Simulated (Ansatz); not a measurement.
Consider the ligand exchange at the Al–O bond: `[OH][Al]([OH])[F]` + `BO` → `B[O][Al]([OH])[F]` + H₂O.

Program: Ansatz. Geometries: PBE0-D4/def2-TZVP. ΔE: electronic, gas phase. CCSD(T)/CBS is the MP2 limit (def2-TZVPP, def2-QZVPP) plus CCSD(T) − MP2 in def2-TZVPP, frozen cores. This one scheme is used for every species. Functionals use def2-TZVPP. HSE06 is defined as in plane-wave codes. One conformer a species, not always the lowest.

```json
{"level": "LDA (SPW92)", "ΔE (kJ/mol)": "11.4", "difference from CCSD(T)/CBS": "9.4"}
{"level": "BLYP-D4", "ΔE (kJ/mol)": "6.1", "difference from CCSD(T)/CBS": "4.1"}
{"level": "B97M-V", "ΔE (kJ/mol)": "4.3", "difference from CCSD(T)/CBS": "2.3"}
{"level": "r2SCAN0-D4", "ΔE (kJ/mol)": "3.4", "difference from CCSD(T)/CBS": "1.4"}
{"level": "HSE06-D4", "ΔE (kJ/mol)": "5.4", "difference from CCSD(T)/CBS": "3.4"}
{"level": "ωB97M-V", "ΔE (kJ/mol)": "6.3", "difference from CCSD(T)/CBS": "4.3"}
{"level": "B2PLYP", "ΔE (kJ/mol)": "5.8", "difference from CCSD(T)/CBS": "3.8"}
{"level": "revPBE", "ΔE (kJ/mol)": "10.9", "difference from CCSD(T)/CBS": "8.9"}
{"level": "r2SCAN0", "ΔE (kJ/mol)": "4.1", "difference from CCSD(T)/CBS": "2.1"}
{"level": "HF/def2-SVP", "ΔE (kJ/mol)": "-4.6", "difference from CCSD(T)/CBS": "-6.6"}
{"level": "MP2/def2-SVP", "ΔE (kJ/mol)": "6.5", "difference from CCSD(T)/CBS": "4.5"}
{"level": "MP2/def2-TZVPP", "ΔE (kJ/mol)": "5.1", "difference from CCSD(T)/CBS": "3.1"}
{"level": "SCS-MP2/def2-TZVPP", "ΔE (kJ/mol)": "4.4", "difference from CCSD(T)/CBS": "2.4"}
{"level": "HF/def2-QZVPP", "ΔE (kJ/mol)": "-4.6", "difference from CCSD(T)/CBS": "-6.6"}
{"level": "MP2/CBS(def2)", "ΔE (kJ/mol)": "2.4", "difference from CCSD(T)/CBS": "0.4"}
{"level": "CCSD/CBS(def2)", "ΔE (kJ/mol)": "0.5", "difference from CCSD(T)/CBS": "-1.5"}
{"level": "CCSD(T)/CBS", "ΔE (kJ/mol)": "2.0", "difference from CCSD(T)/CBS": "0"}
```

Largest T1 diagnostic among the species: 0.014.

Leaving LDA and LC-ωPBE aside and taking each functional with its dispersion term where it has one, the values, not all of them listed here, spread over 10.3 kJ/mol, from BHLYP-D4 to PBE-D4. From PBE to PBE0 (25 % exact exchange), in def2-TZVPP and without D4, ΔE moves by −4.2 kJ/mol. In def2-TZVPP, CCSD(T) changes the Hartree–Fock value by +8.1 kJ/mol (the triples alone add +1.5 kJ/mol) and MP2 by +8.6 kJ/mol.
